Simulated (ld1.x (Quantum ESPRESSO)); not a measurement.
## PW91 TM dataset for C (Z = 6), scalar-relativistic all-electron reference.

Input for ld1.x (Quantum ESPRESSO) 7.5:

```
&input
   title='C', zed=6., rel=1, dft='PW91', iswitch=3,
   config='[He] 2s2 2p2',
   nld=2, rlderiv=2.30, eminld=-3.0, emaxld=5.0, deld=0.02
 /
 &inputp
   pseudotype=2, tm=.true., lloc=-2, rcloc=1.10,
   nlcc=.false.,
   file_pseudopw='C.UPF', file_wfcaegen='ae.wfc', file_wfcncgen='nc.wfc', file_beta='beta', file_chi='chi'
 /
2
2S  1  0   2.00   0.00  1.15  1.15  0.0
2P  2  1   2.00   0.00  2.10  2.10  0.0
 &test
   configts(1)='2s2 2p2'
 /
```

Command:

```bash
ld1.x < C.in > C.out
```

The program printed (shortened: banner, matrices, multipoles, cross overlaps and the repeated all-electron block are left out):

```
Program LD1 v.7.5
     --------------------------- All-electron run ----------------------------

     C
     scalar relativistic calculation

     atomic number is  6.00
     dft =PW91   lsd =0 sic =0 latt =0  beta=0.20 tr2=1.0E-14
     Exchange-correlation= PW91
                           (   1   4   2   2   0   0   0)
     mesh =1073 r(mesh) = 100.30751 a.u. xmin = -7.00 dx = 0.01250
     1 Ry =  13.60569312 eV, c = 137.03599908

     n l     nl                  e(Ry)          e(Ha)          e(eV)
     1 0     1S 1( 2.00)       -20.1169       -10.0585      -273.7047
     2 0     2S 1( 2.00)        -1.0140        -0.5070       -13.7968
     2 1     2P 1( 2.00)        -0.3927        -0.1964        -5.3430

     final scf error:  6.3E-15 reached in  26 iterations

     Etot =     -75.594528 Ry,     -37.797264 Ha,   -1028.515945 eV

     Ekin =      75.386159 Ry,      37.693080 Ha,    1025.680951 eV
     Encl =    -176.173380 Ry,     -88.086690 Ha,   -2396.960946 eV
     Eh   =      35.418185 Ry,      17.709093 Ha,     481.888960 eV
     Exc  =     -10.225492 Ry,      -5.112746 Ha,    -139.124910 eV

     normalization and overlap integrals

     s(1S/1S) =  1.000000  <r> =   0.2706  <r2> =    0.0993  r(max) =   0.1730
     s(2S/2S) =  1.000000  <r> =   1.5703  <r2> =    2.9873  r(max) =   1.2162
     s(2P/2P) =  1.000000  <r> =   1.7991  <r2> =    4.2641  r(max) =   1.2011

     ------------------------ End of All-electron run ------------------------

     --------------------- Generating NC pseudopotential ---------------------

      Generating local potential from pseudized AE potential:
      Matching radius rcloc =   1.1000
      Enforcing V''(0)=0 (lloc=-2)

      Local pseudo, rcloc= 1.087 Estimated cut-off energy=    24.88 Ry

      Wfc   2S  rcut= 1.143  Using Troullier-Martins method

      Wfc   2P  rcut= 2.082  Using Troullier-Martins method

     ------------------- End of pseudopotential generation -------------------

     Computing logarithmic derivative in   2.28647
     Message from routine run_pseudo:
     Warning: convergence not achieved
     Computing logarithmic derivative in   2.28647
     Computing the partial wave expansion
     R is outside the sphere for l=    0 j= 0.00
     R is outside the sphere for l=    1 j= 0.00

     ---------------------- Testing the pseudopotential ----------------------

     C
     scalar relativistic calculation

     atomic number is  6.00   valence charge is  4.00
     dft =PW91   lsd =0 sic =0 latt =0  beta=0.20 tr2=1.0E-14
     mesh =1073 r(mesh) = 100.30751 xmin = -7.00 dx = 0.01250

     n l     nl             e AE (Ry)        e PS (Ry)    De AE-PS (Ry)
     1 0     2S   1( 2.00)       -1.01404       -1.01405        0.00001
     2 1     2P   1( 2.00)       -0.39271       -0.39271        0.00000

     eps = 6.2E-13  iter =201

     Etot =     -75.594528 Ry,     -37.797264 Ha,   -1028.515945 eV
     Etotps =   -10.694920 Ry,      -5.347460 Ha,    -145.511798 eV

     Ekin =       6.032599 Ry,       3.016300 Ha,      82.077693 eV
     Encl =     -22.833578 Ry,     -11.416789 Ha,    -310.666657 eV
     Ehrt =       8.706109 Ry,       4.353055 Ha,     118.452649 eV
     Ecxc =      -2.837183 Ry,      -1.418591 Ha,     -38.601836 eV
     Epseu=       0.237133 Ry,       0.118566 Ha,       3.226354 eV

     ---------------------- End of pseudopotential test ----------------------
```

Generation and configuration tests took about 2 s on one core of a shared server CPU.

Transferability test of the new file with ld1.x, input:

```
&input
   title='C', zed=6., rel=1, dft='PW91', iswitch=2,
   config='[He] 2s2 2p2'
 /
 &test
   file_pseudo='C.UPF', nconf=8,
   configts(1)='2s2 2p2',
   configts(2)='2s2 2p1',
   configts(3)='2s2 2p0',
   configts(4)='2s1 2p0',
   configts(5)='2s1 2p3',
   configts(6)='2s2 2p1.5',
   configts(7)='2s0 2p4',
   configts(8)='2s1 2p2'
 /
```

```bash
ld1.x < C.test.in > C.test.out
```

Pseudopotential blocks of its output, shortened (energy terms left out; the distinct warnings before each block abridged to one line each):

```
     Warning: convergence not achieved
     ---------------------- Testing the pseudopotential ----------------------

     n l     nl             e AE (Ry)        e PS (Ry)    De AE-PS (Ry)
     1 0     2S   1( 2.00)       -1.01404       -1.01405        0.00001
     2 1     2P   1( 2.00)       -0.39271       -0.39271        0.00000

     eps = 8.9E-13  iter =201

     Etot =     -75.594528 Ry,     -37.797264 Ha,   -1028.515945 eV
     Etotps =   -10.694920 Ry,      -5.347460 Ha,    -145.511798 eV

     ---------------------- End of pseudopotential test ----------------------

          Warning: convergence not achieved
     ---------------------- Testing the pseudopotential ----------------------

     n l     nl             e AE (Ry)        e PS (Ry)    De AE-PS (Ry)
     1 0     2S   1( 2.00)       -1.89753       -1.89545       -0.00208
     2 1     2P   1( 1.00)       -1.25531       -1.24775       -0.00756  !

     eps = 1.5E-13  iter =201

     Etot =     -74.791316 Ry,     -37.395658 Ha,   -1017.587696 eV
     Etotps =    -9.894113 Ry,      -4.947056 Ha,    -134.616260 eV
     dEtot_ae =       0.803212 Ry
     dEtot_ps =       0.800807 Ry,   Delta E=       0.002404 Ry

     ---------------------- End of pseudopotential test ----------------------

          Warning: convergence not achieved
     ---------------------- Testing the pseudopotential ----------------------

     n l     nl             e AE (Ry)        e PS (Ry)    De AE-PS (Ry)
     1 0     2S   1( 2.00)       -2.97247       -2.95154       -0.02094  !
     2 1     2P   1( 0.00)       -2.34002       -2.29565       -0.04438  !

     eps = 2.3E-13  iter =201

     Etot =     -73.010266 Ry,     -36.505133 Ha,    -993.355276 eV
     Etotps =    -8.135312 Ry,      -4.067656 Ha,    -110.686561 eV
     dEtot_ae =       2.584262 Ry
     dEtot_ps =       2.559608 Ry,   Delta E=       0.024654 Ry

     ---------------------- End of pseudopotential test ----------------------

          Warning: convergence not achieved
     ---------------------- Testing the pseudopotential ----------------------

     n l     nl             e AE (Ry)        e PS (Ry)    De AE-PS (Ry)
     1 0     2S   1( 1.00)       -4.12796       -4.09208       -0.03587  !
     2 1     2P   1( 0.00)       -3.53873       -3.44413       -0.09460  !

     eps = 1.4E-13  iter =201

     Etot =     -69.463438 Ry,     -34.731719 Ha,    -945.098217 eV
     Etotps =    -4.615909 Ry,      -2.307955 Ha,     -62.802646 eV
     dEtot_ae =       6.131090 Ry
     dEtot_ps =       6.079011 Ry,   Delta E=       0.052079 Ry

     ---------------------- End of pseudopotential test ----------------------

          Warning: convergence not achieved
     ---------------------- Testing the pseudopotential ----------------------

     n l     nl             e AE (Ry)        e PS (Ry)    De AE-PS (Ry)
     1 0     2S   1( 1.00)       -1.04668       -1.04860        0.00192
     2 1     2P   1( 3.00)       -0.42370       -0.42547        0.00177

     eps = 1.8E-13  iter =201

     Etot =     -74.972309 Ry,     -37.486155 Ha,   -1020.050231 eV
     Etotps =   -10.072666 Ry,      -5.036333 Ha,    -137.045596 eV
     dEtot_ae =       0.622218 Ry
     dEtot_ps =       0.622254 Ry,   Delta E=      -0.000036 Ry

     ---------------------- End of pseudopotential test ----------------------

          Warning: convergence not achieved
     ---------------------- Testing the pseudopotential ----------------------

     n l     nl             e AE (Ry)        e PS (Ry)    De AE-PS (Ry)
     1 0     2S   1( 2.00)       -1.42800       -1.42799       -0.00002
     2 1     2P   1( 1.50)       -0.79289       -0.79113       -0.00176

     eps = 3.6E-14  iter =201

     Etot =     -75.300935 Ry,     -37.650468 Ha,   -1024.521419 eV
     Etotps =   -10.401643 Ry,      -5.200821 Ha,    -141.521558 eV
     dEtot_ae =       0.293592 Ry
     dEtot_ps =       0.293277 Ry,   Delta E=       0.000315 Ry

     ---------------------- End of pseudopotential test ----------------------

          ---------------------- Testing the pseudopotential ----------------------

     n l     nl             e AE (Ry)        e PS (Ry)    De AE-PS (Ry)
     1 0     2S   1( 0.00)       -1.07557       -1.07984        0.00427
     2 1     2P   1( 4.00)       -0.45139       -0.45450        0.00311

     eps = 3.5E-16  iter = 12

     Etot =     -74.348690 Ry,     -37.174345 Ha,   -1011.565466 eV
     Etotps =    -9.448400 Ry,      -4.724200 Ha,    -128.552036 eV
     dEtot_ae =       1.245837 Ry
     dEtot_ps =       1.246520 Ry,   Delta E=      -0.000682 Ry

     ---------------------- End of pseudopotential test ----------------------

          Warning: convergence not achieved
     ---------------------- Testing the pseudopotential ----------------------

     n l     nl             e AE (Ry)        e PS (Ry)    De AE-PS (Ry)
     1 0     2S   1( 1.00)       -1.90424       -1.91025        0.00601  !
     2 1     2P   1( 2.00)       -1.26205       -1.26367        0.00162

     eps = 3.8E-13  iter =201

     Etot =     -74.149104 Ry,     -37.074552 Ha,   -1008.849958 eV
     Etotps =    -9.247015 Ry,      -4.623507 Ha,    -125.812044 eV
     dEtot_ae =       1.445423 Ry
     dEtot_ps =       1.447905 Ry,   Delta E=      -0.002482 Ry

     ---------------------- End of pseudopotential test ----------------------
```
